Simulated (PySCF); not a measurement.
## [Lu(N2)]3+ at several levels of theory

Computed with PySCF 2.14.0 (density fitting, no spin-orbit coupling) at the geometry relaxed with r2SCAN:

```xyz
3
[Lu(N2)]3+ (singlet)
Lu    0.0000    0.0000   -0.3223
N     0.0000    0.0000    1.9244
N     0.0000    0.0000    3.0396
```

| level | basis | state | HOMO (eV) | gap (eV) | charge on Lu1 (e) | population of f-type functions on Lu1 (core shells left out) | dipole about the centre of mass (D) | largest force component (eV/Å) |
| --- | --- | --- | --- | --- | --- | --- | --- | --- |
| r2SCAN | Lu def2-SVP with ECP28, N def2-SVP | singlet | -27.54 | 5.06 | 2.70 | 14.01 | 0.07 | 0.00 |
| BLYP | the same | singlet | -26.97 | 4.09 | 2.63 | 14.01 | 0.20 | 1.69 |
| r2SCAN | Lu def2-TZVP with ECP28, N def2-TZVP | singlet | -27.55 | 5.02 | 2.71 | 14.01 | 0.04 | 1.22 |
| r2SCAN | Lu x2c-SVPall, N x2c-SVPall | singlet | -27.49 | 5.25 | 2.67 | 14.01 | 0.18 | 0.11 |

Charges are Mulliken's, which hang on the basis. The relaxation used the grid (50, 194), these runs (75, 302) or, all-electron (x2c bases, spin-free X2C Hamiltonian), (99, 590).

Q: A further run in the first row's basis gives HOMO (eV) -28.94, gap (eV) 7.30, charge on Lu1 (e) 2.71, population of f-type functions on Lu1 (core shells left out) 14.01, dipole about the centre of mass (D) 0.19, largest force component (eV/Å) 0.99. Which level was it?
A. HF
B. revPBE
C. PBE0

A: C. The others give HOMO -33.20 eV (HF); -27.00 eV (revPBE).

In the first row's basis the gap widens with exact exchange: 4.1 to 5.1 eV for BLYP, revPBE, r2SCAN (none); 7.3 eV for PBE0 (a fixed share); 15.0 eV for Hartree–Fock (rising or full at long range).

No frequency check is given that shows the relaxed geometry to be a minimum.
